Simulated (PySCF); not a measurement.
C5H6, charge -1, doublet, at a GFN2-xTB geometry (a state made from the parent by changing its charge; the spin is typed, not shown lowest) (a gas-phase anion, which may not be bound at this level), with bond 9-3 at 2.4 times its length; CASSCF(5,4)/6-31G in PySCF.

PySCF was given this input:
```python
from pyscf import gto, scf, mcscf
import numpy

mol = gto.Mole()
mol.atom = '''
    C    -0.990803    0.715438   -0.182879
    C     0.332270    1.143793   -0.143976
    C     1.229423   -0.028537    0.099441
    C     0.251746   -1.157349    0.191213
    C    -1.039225   -0.668318    0.018682
    H    -1.851484    1.358134   -0.344888
    H     0.695482    2.156906   -0.266166
    H     1.860305    0.084448    1.026663
    H     3.067205   -0.377502   -1.854777
    H     0.543522   -2.185665    0.366382
    H    -1.943453   -1.270048    0.037938
'''
mol.basis = '6-31g'
mol.charge = -1
mol.spin = 1
mol.verbose = 4
mol.build()

mf = scf.ROHF(mol)
mf.kernel()
mc = mcscf.CASSCF(mf, 4, 5)
mc.fix_spin_(ss=0.75)
mc.kernel()
occ = numpy.linalg.eigvalsh(mc.fcisolver.make_rdm1(mc.ci, mc.ncas, mc.nelecas))[::-1]
ss = mc.fcisolver.spin_square(mc.ci, mc.ncas, mc.nelecas)[0]
print('natural occupations', occ.round(4), ' <S^2>', round(ss, 4))
```

Output, abridged:

```
PySCF version 2.14.0

[INPUT] verbose = 4
[INPUT] num. atoms = 11
[INPUT] num. electrons = 37
[INPUT] charge = -1
[INPUT] spin (= nelec alpha-beta = 2S) = 1
[INPUT] symmetry False subgroup None
[INPUT] Mole.unit = angstrom
[INPUT] Symbol           X                Y                Z      unit          X                Y                Z       unit  Magmom
[...]
nuclear repulsion = 152.521594583364
number of shells = 37
number of NR pGTOs = 134
number of NR cGTOs = 57
basis = 6-31g
ecp = {}

******** <class 'pyscf.scf.rohf.ROHF'> ********
method = ROHF
initial guess = minao
damping factor = 0
level_shift factor = 0
DIIS = <class 'pyscf.scf.diis.CDIIS'>
diis_start_cycle = 1
diis_space = 8
diis_damp = 0
SCF conv_tol = 1e-09
SCF conv_tol_grad = None
SCF max_cycles = 50
direct_scf = True
direct_scf_tol = 1e-13
num. doubly occ = 18  num. singly occ = 1
Set gradient conv threshold to 3.16228e-05
init E= -193.622657378061
[...]
cycle= 1 E= -192.48946923477  delta_E= 1.13  |g|= 0.327  |ddm|= 2.17
[...]
cycle= 2 E= -192.552449949126  delta_E= -0.063  |g|= 0.117  |ddm|= 0.514
[...]
cycle= 3 E= -192.566747986232  delta_E= -0.0143  |g|= 0.0515  |ddm|= 0.254
[...]
cycle= 4 E= -192.571654199626  delta_E= -0.00491  |g|= 0.0423  |ddm|= 0.159
[...]
cycle= 5 E= -192.572855766273  delta_E= -0.0012  |g|= 0.0111  |ddm|= 0.098
[...]
cycle= 6 E= -192.57281892827  delta_E= 3.68e-05  |g|= 0.00897  |ddm|= 0.0458
[...]
cycle= 7 E= -192.572942050895  delta_E= -0.000123  |g|= 0.00628  |ddm|= 0.0364
[...]
cycle= 8 E= -192.572976691074  delta_E= -3.46e-05  |g|= 0.000726  |ddm|= 0.0122
[...]
cycle= 9 E= -192.572977755485  delta_E= -1.06e-06  |g|= 0.000392  |ddm|= 0.00314
[...]
cycle= 10 E= -192.572977921714  delta_E= -1.66e-07  |g|= 0.000185  |ddm|= 0.00122
[...]
cycle= 11 E= -192.572977980677  delta_E= -5.9e-08  |g|= 7.32e-05  |ddm|= 0.000524
[...]
cycle= 12 E= -192.57297798643  delta_E= -5.75e-09  |g|= 2.21e-05  |ddm|= 0.000214
[...]
cycle= 13 E= -192.572977987013  delta_E= -5.83e-10  |g|= 1.45e-05  |ddm|= 9.01e-05
[...]
Extra cycle  E= -192.572977986784  delta_E= 2.28e-10  |g|= 1.94e-05  |ddm|= 6.89e-05
converged SCF energy = -192.572977986784

******** <class 'pyscf.mcscf.mc1step.CASSCF'> ********
CAS (3e+2e, 4o), ncore = 16, nvir = 37
max_cycle_macro = 50
max_cycle_micro = 4
conv_tol = 1e-07
conv_tol_grad = None
orbital rotation max_stepsize = 0.02
orbital rotation threshold for CI restart = 0.01
augmented hessian ah_max_cycle = 30
augmented hessian ah_conv_tol = 1e-12
[...]
CASCI E = -192.585300662009  S^2 = 0.7500000
[...]
macro iter   5 ( 11 JK    3 micro), CASSCF E = -192.594765754844  dE = -5.51756519e-05  S^2 = 0.7500000
               |grad[o]|=0.00319  |grad[c]|=0.00372  |ddm|=0.0123  |maxRot[o]|= 0.12
macro iter   6 ( 19 JK    4 micro), CASSCF E = -192.594677082370  dE =  8.86724742e-05  S^2 = 0.7500000
               |grad[o]|=0.00276  |grad[c]|=0.00867  |ddm|=0.00275  |maxRot[o]|=0.0826
macro iter   7 ( 21 JK    4 micro), CASSCF E = -192.594796642955  dE = -1.19560585e-04  S^2 = 0.7500000
               |grad[o]|=0.0031  |grad[c]|=0.00333  |ddm|=0.00104  |maxRot[o]|=0.0331
macro iter   8 ( 17 JK    4 micro), CASSCF E = -192.594807640775  dE = -1.09978207e-05  S^2 = 0.7500000
               |grad[o]|=0.00128  |grad[c]|=0.00402  |ddm|=0.0105  |maxRot[o]|=0.0978
macro iter   9 ( 18 JK    4 micro), CASSCF E = -192.594813252746  dE = -5.61197012e-06  S^2 = 0.7500000
               |grad[o]|=0.00183  |grad[c]|=0.0014  |ddm|=0.0013  |maxRot[o]|=0.0167
macro iter  10 ( 15 JK    4 micro), CASSCF E = -192.594808182327  dE =  5.07041818e-06  S^2 = 0.7500000
               |grad[o]|=0.00116  |grad[c]|=0.00107  |ddm|=0.00153  |maxRot[o]|=0.0167
macro iter  11 ( 15 JK    4 micro), CASSCF E = -192.594820373849  dE = -1.21915218e-05  S^2 = 0.7500000
               |grad[o]|=0.00124  |grad[c]|=0.000849  |ddm|=0.00199  |maxRot[o]|=0.0342
macro iter  12 ( 17 JK    4 micro), CASSCF E = -192.594820767152  dE = -3.93302798e-07  S^2 = 0.7500000
               |grad[o]|=0.000472  |grad[c]|=0.000288  |ddm|=0.00196  |maxRot[o]|=0.0329
macro iter  13 ( 15 JK    4 micro), CASSCF E = -192.594822830888  dE = -2.06373619e-06  S^2 = 0.7500000
               |grad[o]|=0.000548  |grad[c]|=0.000292  |ddm|=0.00056  |maxRot[o]|=0.00613
macro iter  14 (  3 JK    1 micro), CASSCF E = -192.594824500382  dE = -1.66949374e-06  S^2 = 0.7500000
               |grad[o]|=0.000215  |grad[c]|=0.000234  |ddm|=0.00042  |maxRot[o]|=0.0101
macro iter  15 (  3 JK    1 micro), CASSCF E = -192.594824583396  dE = -8.30142426e-08  S^2 = 0.7500000
               |grad[o]|=0.000157  |grad[c]|=0.00011  |ddm|=0.000355  |maxRot[o]|=0.002
1-step CASSCF converged in  15 macro (233 JK  53 micro) steps
CASSCF canonicalization
Density matrix diagonal elements [1.94701563 1.98192339 0.99950817 0.07155282]
CASSCF energy = -192.594824583396
CASCI E = -192.594824583396  E(CI) = -3.13401359453457  S^2 = 0.7500000
natural occupations [1.9819 1.9484 0.9995 0.0701]  <S^2> 0.75
```
